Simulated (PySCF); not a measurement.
# Ionisation energy of Hf(54+) by level of theory

Hf(54+) [Ar] (1S) → Hf(55+) [Ne] 3s2 3p5 (2P), as a difference of total energies. Calculation: PySCF 2.14, in an even-tempered Gaussian basis (17 s from 14 bohr⁻², ratio 2.5; 12 p from 18 bohr⁻², ratio 2.5; 4 d from 74 bohr⁻², ratio 2.7; 4 f from 110 bohr⁻², ratio 2.7); the spin-free X2C one-electron Hamiltonian (Gaussian nucleus). Correlated levels: outer shells: 1s2 frozen; virtual orbitals above 40 to 60 times the deepest correlated orbital energy dropped. The calculations carry no spin-orbit coupling.

```tsv
method	ionisation energy (eV)
UHF	5449.3
LDA	5449.7
PBE	5450.5
PBE0	5450.7
r2SCAN	5451.8
B3LYP	5450.9
BHandHLYP	5450.7
MP2 (outer shells)	5450.4
SCS-MP2 (outer shells)	5450.2
```

A first-order spin-orbit estimate (lowest level to lowest level, LS coupling) adds -94.445 eV.

Breit and QED terms and the two-electron picture change are absent.

For comparison: 5350 ± 5 eV (theoretical estimate listed by NIST; NIST Atomic Spectra Database, ionization energies).
